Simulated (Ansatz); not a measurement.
Computed with Ansatz on PBE0-D4/def2-TZVP structures; ΔE is electronic, products minus reactants. CCSD(T)/CBS is the MP2 limit (def2-TZVPP, def2-QZVPP) plus CCSD(T) − MP2 in def2-TZVPP, frozen cores. DFT in def2-TZVPP. B3LYP here is the variant with VWN-RPA as its local correlation; programs differ in this. HSE06 is defined as in plane-wave codes. For As, Ga outer-core shells are correlated without core-valence functions, which leaves a few kJ/mol of doubt a bond. Scalar relativity is left out up to krypton. Each species was taken in one conformer, which may not be the lowest.

Reaction (ligand exchange at the Si–S bond): `[SiH3][S][GaH][SiH3]` + `O[AsH2]` → `[SiH3]O[AsH2]` + `[SiH3][GaH][SH]`

**Question.** Is it downhill or uphill in electronic energy at CCSD(T)/CBS, and by how much? (Best estimate.)

**Answer.** Computed: Downhill: ΔE = -31.4 kJ/mol.

**Question.** What do these levels give: r2SCAN-D4, B3LYP-D4, r2SCANh-D4, r2SCAN0-D4, HSE06-D4, PBE-QIDH, revPBE, BLYP, BHLYP, CAM-B3LYP, SCS-MP2/def2-TZVPP, SCS-MP2/def2-QZVPP? (Best estimate.)

**Answer.** Computed: r2SCAN-D4 -29.6, B3LYP-D4 -35.6, r2SCANh-D4 -29.7, r2SCAN0-D4 -30.0, HSE06-D4 -22.2, PBE-QIDH -28.5, revPBE -21.2, BLYP -38.0, BHLYP -43.8, CAM-B3LYP -43.6, SCS-MP2/def2-TZVPP -38.3, SCS-MP2/def2-QZVPP -36.6 kJ/mol.

Largest T1 diagnostic among the species: 0.014.

At CCSD(T), def2-SVP lies −5.9 kJ/mol from the extrapolated value and def2-TZVPP −3.8 kJ/mol. From BLYP to BHLYP (50 % exact exchange), in def2-TZVPP and without D4, ΔE moves by −5.8 kJ/mol.
